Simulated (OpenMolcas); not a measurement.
Mo4+: ligand-field states by method

Mo4+ with 6 ligands (fluoride) in octahedral coordination (Oh) at 1.96 Å. A charge of +0.333 e stands 2.8 Å behind each ligand. Ligand basis ANO-RCC-VDZP.
```
Mo    0.0000    0.0000    0.0000
F     1.9600    0.0000    0.0000
F     0.0000    1.9600    0.0000
F    -1.9600    0.0000    0.0000
F     0.0000   -1.9600    0.0000
F     0.0000    0.0000    1.9600
F     0.0000    0.0000   -1.9600
```

```yaml
Program: OpenMolcas 26.06
Basis: ANO-RCC-VTZP [7s6p4d2f1g]
Scalar_Hamiltonian: DKH2, point nucleus
Active_space: 2 electrons in 5 orbitals (4d)
State_averaging: 2S+1 = 3 even, 10 roots; 2S+1 = 1 even, 15 roots
Spin-orbit_coupling: RASSI with atomic mean-field integrals over the reference wave functions
```

I. CASSCF
II. SS-CASPT2, IPEA 0.25 Eh, imaginary shift 0.1 Eh (closed shells correlated: 4s 4p and the ligand valence shells)

Spin-free states (labels of O, the rotations of Oh) in cm-1, each column counted from its own energy of the first state listed:

```json
{"State": "3T1", "Degeneracy": "3", "I": "0", "II": "0"}
{"State": "1T2", "Degeneracy": "3", "I": "10693", "II": "7740"}
{"State": "1E", "Degeneracy": "2", "I": "10799", "II": "7860"}
{"State": "1A1", "Degeneracy": "1", "I": "24436", "II": "18620"}
{"State": "3T2", "Degeneracy": "3", "I": "28479", "II": "29810"}
{"State": "3T1", "Degeneracy": "3", "I": "37829", "II": "36690"}
{"State": "1T2", "Degeneracy": "3", "I": "40062", "II": "37590"}
{"State": "1T1", "Degeneracy": "3", "I": "42800", "II": "40140"}
{"State": "3A2", "Degeneracy": "1", "I": "58490", "II": "61050"}
{"State": "1E", "Degeneracy": "2", "I": "70273", "II": "68460"}
{"State": "1A1", "Degeneracy": "1", "I": "83567", "II": "78120"}
```

From I to II, I's first state of the same spin (3T2) moves from 28479 to 29810 cm-1, by about +1300 cm-1.

From I to II, I's first state of another spin (1T2) moves from 10693 to 7740 cm-1, by about -3000 cm-1.

I: A least-squares ligand-field fit to the states below 45000 cm-1, each weighted by its degeneracy and with a free common offset, gives 10Dq = 29828 cm-1, B = 745 cm-1 and C = 2855 cm-1 (C/B = 3.83), with an rms deviation of 134 cm-1. The same method and metal basis give the free ion B = 861 cm-1 (fit to its terms below 60000 cm-1, rms deviation 23 cm-1), so the nephelauxetic ratio is β = 745 / 861 = 0.87; it hangs on how both fits weigh the states, and computed free-ion B values tend to be too large, so β mixes covalency with correlation.

II: A least-squares ligand-field fit to the states below 45000 cm-1, each weighted by its degeneracy and with a free common offset, gives 10Dq = 30574 cm-1, B = 574 cm-1 and C = 1952 cm-1 (C/B = 3.40), with an rms deviation of 285 cm-1. The same method and metal basis give the free ion B = 776 cm-1 (fit to its terms below 60000 cm-1, rms deviation 446 cm-1), so the nephelauxetic ratio is β = 574 / 776 = 0.74; it hangs on how both fits weigh the states, and computed free-ion B values tend to be too large, so β mixes covalency with correlation.

From I to II, 10Dq changes by +3 %, B by -23 % and C by -32 %.

χT at 300 K: I 0.38, II 0.38 cm3 K/mol.

Roots that are degenerate in the reference are averaged as groups; the widest CASPT2 spread within a group is 740 cm-1 (the 3-fold group of multiplicity 1 near 37600 cm-1 above the lowest state of its run, II). Shifts and gaps below about the spread of the groups concerned are not significant. Over all roots computed the reference weight is 0.70 to 0.71 in II; a low but even weight reflects the number of correlated electrons. An orbital triplet at a regular site is open to Jahn-Teller coupling, which can distort the site and quench the lowest spin-orbit gaps and is left out. The least metal-like active orbital is 79 % on the metal (Löwdin) and no ligand orbital is active, so the numbers are rough. Ligand-to-metal charge-transfer states are missing. With no ligand orbital active B as a rule stays too high, so bands that hang on it stand too high and its fall with covalency is understated. Without dynamic correlation the repulsion within the d shell is too large (B by tens of per cent), so at a given field states of lower spin stand too high (holds for I). With metal d orbitals alone the field can be off either way by tens of per cent (holds for I). With one d shell and no ligand orbital active, 10Dq can be off by a tenth or more (holds for II). No measured value stands beside these numbers; the geometry was imposed, not optimised, and the real ion may take another.
